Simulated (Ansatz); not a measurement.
Calculated with Ansatz (gas phase, PBE0-D4/def2-TZVP geometries, no zero-point term in ΔE). CCSD(T)/CBS is the MP2 limit (def2-TZVPP, def2-QZVPP) plus CCSD(T) − MP2 in def2-TZVPP, frozen cores. This one scheme is used for every species, atoms too. DFT in def2-TZVPP. B3LYP here is the variant with VWN-RPA as its local correlation; programs differ in this. Open shells (•) are unrestricted, without spin–orbit coupling. Spin–orbit coupling would lower the free atoms: a little for C, O, Si. Bonds to Zn are less sure, by a few kJ/mol each and by 10 to 20 or more in all where they break to atoms, as the def2 sets lack core-valence functions. Scalar relativity is left out up to krypton. Each species was taken in one conformer, which may not be the lowest.

`O=C[SiH2][Zn][OH]` → C• + 4 H• + 2 O• + Si• + Zn (atom)  (atomization)

```json
{"level": "PBE-D4", "ΔE (kJ/mol)": "3042.1", "difference from CCSD(T)/CBS": "66.9"}
{"level": "r2SCAN-D4", "ΔE (kJ/mol)": "2990.1", "difference from CCSD(T)/CBS": "14.9"}
{"level": "PBE0-D4", "ΔE (kJ/mol)": "2951.2", "difference from CCSD(T)/CBS": "-24.0"}
{"level": "B3LYP-D4", "ΔE (kJ/mol)": "2944.2", "difference from CCSD(T)/CBS": "-31.0"}
{"level": "ωB97X-V", "ΔE (kJ/mol)": "2990.3", "difference from CCSD(T)/CBS": "15.1"}
{"level": "ωB97M-V", "ΔE (kJ/mol)": "2974.5", "difference from CCSD(T)/CBS": "-0.7"}
{"level": "B2PLYP", "ΔE (kJ/mol)": "2925.9", "difference from CCSD(T)/CBS": "-49.3"}
{"level": "B3LYP", "ΔE (kJ/mol)": "2916.1", "difference from CCSD(T)/CBS": "-59.1"}
{"level": "HF/def2-TZVPP", "ΔE (kJ/mol)": "2008.1", "difference from CCSD(T)/CBS": "-967.1"}
{"level": "MP2/def2-TZVPP", "ΔE (kJ/mol)": "2962.8", "difference from CCSD(T)/CBS": "-12.4"}
{"level": "SCS-MP2/def2-TZVPP", "ΔE (kJ/mol)": "2931.5", "difference from CCSD(T)/CBS": "-43.7"}
{"level": "CCSD/def2-TZVPP", "ΔE (kJ/mol)": "2816.6", "difference from CCSD(T)/CBS": "-158.6"}
{"level": "MP2/def2-QZVPP", "ΔE (kJ/mol)": "3023.3", "difference from CCSD(T)/CBS": "48.1"}
{"level": "SCS-MP2/def2-QZVPP", "ΔE (kJ/mol)": "2998.6", "difference from CCSD(T)/CBS": "23.4"}
{"level": "HF/CBS(def2)", "ΔE (kJ/mol)": "2021.3", "difference from CCSD(T)/CBS": "-953.9"}
{"level": "MP2/CBS(def2)", "ΔE (kJ/mol)": "3061.2", "difference from CCSD(T)/CBS": "86.0"}
{"level": "CCSD(T)/CBS", "ΔE (kJ/mol)": "2975.2", "difference from CCSD(T)/CBS": "0"}
```

Largest T1 diagnostic among the species: 0.017.

The D4 term adds +28.1 kJ/mol with B3LYP and +14.8 kJ/mol with PBE0; it sums over pairs of atoms, weighted by their polarisabilities, and B3LYP, whose exchange is more repulsive, gets the larger term. In def2-TZVPP, CCSD(T) changes the Hartree–Fock value by +868.6 kJ/mol (the triples alone add +60.1 kJ/mol) and MP2 by +954.7 kJ/mol; breaking electron pairs costs correlation energy, which Hartree–Fock lacks. From PBE to PBE0 (25 % exact exchange), in def2-TZVPP and without D4, ΔE moves by −88.3 kJ/mol: exact exchange takes away binding that semilocal exchange gives to molecules.

For atomizations the MP2-based limit and the directly extrapolated one differ by several kJ/mol either way, and by 10 to 25 for some Ge, Se and Sn compounds, so smaller differences from it don't rank the levels.
